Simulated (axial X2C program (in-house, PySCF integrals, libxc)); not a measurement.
# Spin–orbit effects down a group: molecules with In (ions), PBE0

Computed with an in-house relativistic program for diatomic molecules, spin-free (one-electron X2C) or two-component (2c: spin–orbit coupling with atomic mean-field Coulomb and Gaunt terms, which also bring small scalar terms), in Dyall basis sets with cores contracted in-house; open shells are unrestricted.

Basis sets: H dyall-v3z, In dyall-cv3z, Li dyall-cv3z, Na dyall-cv3z.

```
molecule   spin-free state  Re (Å)  ωe (cm⁻¹)  De (eV)  2c state  Re 2c (Å)  ωe 2c (cm⁻¹)  De 2c (eV)
    InH⁺  M_S = 1/2, Λ = 0   1.844     1101.0     0.33   Ω = 1/2      1.843        1105.8        0.33
   LiIn⁺  M_S = 1/2, Λ = 0   3.214      186.9     1.38   Ω = 1/2      3.210         186.7         n/a
   NaIn⁺  M_S = 1/2, Λ = 0   3.523       98.0     1.11   Ω = 1/2      3.520          97.8         n/a
```

(1) Work out the shifts from the spin-free to the two-component result.

Fragments in 2c: In+ + H, In + Li+, In + Na+. Each entry is the lowest single determinant of a limited PBE0 search at one distance. De goes to single-determinant-based atoms at the same level (for ions the charge split of lowest energy) and is withheld (n/a) where an atom does not fit its ground term or J level. Main or longest-lived isotopes. The functionals have no current term, which raises determinants with orbital currents.

Answers

(1) 

```
molecule  2c state  ΔRe (Å)  Δωe (cm⁻¹)  ΔDe (eV)
    InH⁺   Ω = 1/2   -0.001         4.8      0.00
   LiIn⁺   Ω = 1/2   -0.004        -0.2       n/a
   NaIn⁺   Ω = 1/2   -0.003        -0.2       n/a
```

Shifts of one unit in the last digit are rounding.
